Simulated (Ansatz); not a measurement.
Program: Ansatz. Geometries: PBE0-D4/def2-TZVP. ΔE: electronic, gas phase. CCSD(T)/CBS adds triple-zeta CCSD(T) − MP2 to the extrapolated MP2 energy (def2 sets, frozen cores). This one scheme is used for every species. DFT in def2-TZVPP. One conformer a species, not always the lowest.

`[BH2][Al]1[SiH2][S]1` + `COCN` → `BNCOC` + `[AlH]1[SiH2][S]1`  (cleavage of the B–Al bond)

| species | PBE-D4 energy (Eh) |
| --- | --- |
| `[BH2][Al]1[SiH2][S]1` | -956.90201 |
| `COCN` | -210.21669 |
| `BNCOC` | -235.65786 |
| `[AlH]1[SiH2][S]1` | -931.51883 |

**Question.** Work out ΔE.

**Answer.** ΔE = (-235.65786) + (-931.51883) − (-956.90201) − (-210.21669) = -0.05799 Eh = -152.3 kJ/mol. CCSD(T)/CBS gives -160.1 kJ/mol.

Largest T1 diagnostic among the species: 0.016.

From PBE to PBE0 (25 % exact exchange), in def2-TZVPP and without D4, ΔE moves by −4.0 kJ/mol.
